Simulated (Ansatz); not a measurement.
F4Se, charge -1, doublet, geometry from GFN2-xTB (a state made from the parent by changing its charge; the spin is typed, not shown lowest) (a gas-phase anion, which may not be bound at this level). Base run: Ansatz (an electronic-structure program) with B3LYP/pcseg-1.

Input for Ansatz:
Ansatz 0.2 input:
```yaml
crystal:
  periodic: [false, false, false]
  atoms:
    - {symbol: Se, position_ang: [-0.00025658, 0.00068499, 0.13242530]}
    - {symbol: F, position_ang: [1.14760667, 1.56826327, -0.13096069]}
    - {symbol: F, position_ang: [1.56915908, -1.14798236, -0.11609372]}
    - {symbol: F, position_ang: [-1.14712202, -1.56955714, -0.11917598]}
    - {symbol: F, position_ang: [-1.56867442, 1.14668849, -0.13404295]}
basis:
  gaussian:
    orbitals: pcseg-1.json
hamiltonian:
  xc: b3lyp
total_charge: -1
magnetization: {spin_polarized: true, initial_magnetization: 1}
```
The basis file holds pcseg-1 in the JSON format of the Basis Set Exchange.

The base run was repeated with changes; each row names its change, and settings that it needs were set with it.

```csv
change,ΔE vs base (kcal/mol)
base,0.000
"point_charge = charge:0.5 position_ang:-4.112, -2.4303, -1.3515",-36.28
"final_grid = 10, 20, 41",0.001
"final_grid = 6, 12, 29",0.000
lower_state_search = light,0.000
"final_grid = 14, 28, 59",0.000
fitting.mean_field = cc-pVTZ-JKFIT,-0.031
"point_charge = charge:-1.0 position_ang:2.1164, 2.2663, -3.9246",64.1
fitting.mean_field = def2-universal-JKFIT,-0.036
forces = on,0.000
lower_state_search = full,0.000
```

A gas-phase anion may not be bound at this level; its values then depend on the basis.
